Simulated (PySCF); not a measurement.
Cl2FGeHO.

```xyz
6

O     -1.6112    -0.8826    -0.5840
Ge    -0.1918    -0.1327     0.1168
F     -0.2076    -0.3628     1.8307
Cl     1.5207    -1.1008    -0.6876
Cl    -0.1483     1.9835    -0.2067
H     -2.4341    -0.4336    -0.3394
```

Coordinates come from a B3LYP-D3(BJ)/def2-SVP optimisation. The structure was generated by enumeration, and PubChem lists no compound with its InChIKey, so it may never have been made. The values are those of a single conformer.

The numbers are results of PBE/pcSseg-1 run with PySCF, not measurements. Non-relativistic, no solvent.

Computed absolute GIAO shielding of each atom: isotropic value and principal components (ppm):
```csv
atom,σ(iso),σ11,σ22,σ33,span
O1,215.8,160.6,199.3,287.7,127.1
Ge2,1212.8,1160.9,1218.3,1259.3,98.4
F3,228.2,156.4,179.6,348.6,192.2
Cl4,784.3,639.5,672.9,1040.4,400.9
Cl5,751.8,599.5,627.3,1028.6,429.1
H6,28.4,20.8,23.1,41.5,20.6
```
